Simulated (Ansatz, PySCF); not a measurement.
This PySCF input computes a r2SCAN/def2-TZVPD energy:

```python
from pyscf import gto, scf, dft

mol = gto.M(
    atom='''
    Li   -0.00000000   -0.00000000   -1.81701305
    Cl    0.00000000    0.00000000    0.32064936
    ''',
    basis='def2-tzvpd',
    charge=-1,
    spin=1,
    symmetry='C2v',
    verbose=4,
)

mf = dft.UKS(mol, xc='r2scan').density_fit(auxbasis='def2-universal-jkfit')
mf.grids.level = 4
mf.conv_tol = 1e-9
mf.max_cycle = 100
mf.max_memory = 1500
mf.kernel()
if not mf.converged:
    mf = mf.newton()
    mf.kernel(mf.make_rdm1())
mf.analyze()
```

Q: Write an input for the same energy in Ansatz (a first-principles code) and say what it gives.

A: 
Ansatz 0.2 input:
```yaml
crystal:
  periodic: [false, false, false]
  atoms:
    - {symbol: Li, position_ang: [-0.00000000, -0.00000000, -1.81701305]}
    - {symbol: Cl, position_ang: [0.00000000, 0.00000000, 0.32064936]}
basis:
  gaussian:
    orbitals: def2-TZVPD
hamiltonian:
  xc: {name: r2SCAN}
total_charge: -1
magnetization: {spin_polarized: true, initial_magnetization: 1}
output: {forces: true}
```
It gives -467.79372 Eh, and PySCF -467.79387 Eh, a difference of 0.15 mEh, from the treatment of integrals and grids.
